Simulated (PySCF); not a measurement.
Species: C₃H₃ClN₂Si.
Cartesian coordinates in Å at the PBE0-D3(BJ)/def2-SVP level; atoms count from 1:
```
atom  x, y, z in Å
N1     0.608    2.857   -0.808
C2     0.558    1.710   -0.646
Si3    0.461   -0.117   -0.380
C4     1.696   -0.537    0.938
N5     2.435   -0.839    1.779
C6    -1.259   -0.549    0.230
Cl7   -2.403   -0.130   -1.076
H8     0.820   -0.821   -1.631
H9    -1.524    0.022    1.131
H10   -1.349   -1.621    0.456
```

Computed, not measured: PBE0-D3(BJ)/def2-SVP geometry optimisation, gas phase in PySCF.

Take the most abundant isotopes and a rigid rotor. The values belong to one conformer with, in the numbering `[N:1]#[C:2][SiH:3]([C:4]#[N:5])[CH2:6][Cl:7]`, C2–Si3–C6–Cl7 64°.

Problem. What are A, B and C (MHz)?

Solution. Ia = 211.51, Ib = 440.04, Ic = 614.89 u·Å²; 505379 MHz·u·Å²/I gives A = 2389, B = 1148, C = 821.9 MHz.

Problem. What kind of rotor is it?

Solution. An asymmetric top: κ = (2 × 1148 − 2389 − 821.9)/(2389 − 821.9) = -0.58.

Problem. What does the inertial defect say?

Solution. Not planar: Δ = Ic − Ia − Ib = -36.66 u·Å². For a rigid frame Δ = −2 Σ m c², so Σ m c² = 18.33 u·Å² lies off the ab plane: 6.43 from hydrogen and 11.90 from heavier atoms. The atom farthest from that plane is 1.95 Å away.

Problem. List the rotational levels J(Ka,Kc) to J = 2 (MHz).

Solution. Above 0(0,0):
J = 1: 1(0,1) 1970, 1(1,1) 3211, 1(1,0) 3538
J = 2: 2(0,2) 5855, 2(1,2) 6825, 2(1,1) 7805, 2(2,1) 11528, 2(2,0) 11584
The levels of one J sum to (2J + 1)J(J + 1)(A + B + C)/3.

Problem. Which lines would a microwave search look for?

Solution. The dipole components are |μa| = 1.81 D, |μb| = 2.74 D, |μc| = 0.74 D. Intensities carry the squares of the components, which stand as 0.44 : 1.00 : 0.07 (a : b : c). Some of the stronger lines:

| type | branch | J(Ka,Kc) | MHz | lower level (cm⁻¹) |
| --- | --- | --- | --- | --- |
| a | Q | 1(1,0) ← 1(1,1) | 327 | 0.107 |
| a | Q | 4(1,3) ← 4(1,4) | 3223 | 0.645 |
| b | Q | 3(2,1) ← 3(1,2) | 3543 | 0.473 |
| b | Q | 5(2,3) ← 5(1,4) | 3656 | 1.098 |
| b | Q | 2(2,1) ← 2(1,2) | 4702 | 0.228 |
| b | R | 4(1,3) ← 3(2,2) | 5130 | 0.582 |
| a | R | 3(1,3) ← 2(1,2) | 5389 | 0.228 |
| b | R | 4(0,4) ← 3(1,3) | 6733 | 0.407 |
| a | R | 4(2,2) ← 3(2,1) | 8322 | 0.591 |
| b | R | 5(0,5) ← 4(1,4) | 8628 | 0.645 |
| b | R | 5(3,2) ← 4(2,3) | 17349 | 0.843 |
| b | R | 4(4,0) ← 3(3,1) | 17723 | 0.817 |
| b | R | 5(5,1) ← 4(4,0) | 22498 | 1.408 |
| b | R | 5(5,0) ← 4(4,1) | 22499 | 1.408 |

Whether it is a minimum is left open (no frequencies). Zero-point vibration and centrifugal distortion are left out. Quadrupole hyperfine structure (14N, 35Cl) is left out.
